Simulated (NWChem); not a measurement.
Species: MgH$_{12}$O$_{6}$ (charge +2); SMILES [OH2]->[Mg+2](<-[OH2])(<-[OH2])(<-[OH2])(<-[OH2])<-[OH2]

```xyz
19

Mg    -0.0003     0.0005     0.0009
O     -0.6678     1.3799     1.4244
H     -1.5604     1.4468     1.7920
H     -0.1488     2.0818     1.8420
O      1.9106     0.8484     0.0713
H      2.6358     0.5943     0.6594
H      2.2441     1.5759    -0.4727
O     -0.5324     1.3221    -1.5307
H     -0.4324     1.1791    -2.4825
H     -0.9274     2.1995    -1.4277
O      0.5302    -1.3202     1.5341
H      0.4312    -1.1735     2.4854
H      0.9260    -2.1976     1.4341
O     -1.9104    -0.8499    -0.0676
H     -2.6381    -0.5998    -0.6544
H     -2.2414    -1.5739     0.4826
O      0.6649    -1.3810    -1.4221
H      0.1403    -2.0773    -1.8422
H      1.5562    -1.4513    -1.7922
```
Atoms are numbered in this order, from 1.

All runs: NWChem. Structure relaxed at the PBE0/def2-SVP level. Not confirmed as a minimum by frequencies. Vertical excitations in the gas phase; the lowest state need not have the same character in each row.

| level | lowest excitation, singlet (eV) | lowest state with f > 0.02, singlet (eV) | orbital gap (eV) |
|---|---|---|---|
| PBE/def2-SVP, TDA | 7.54 | 7.54 | 7.46 |
| B3LYP/def2-SVP, TDA | 8.66 | 8.66 | 9.59 |
| LDA (Slater exchange, VWN5)/def2-SVP, TDA | 7.57 | 7.57 | 7.49 |
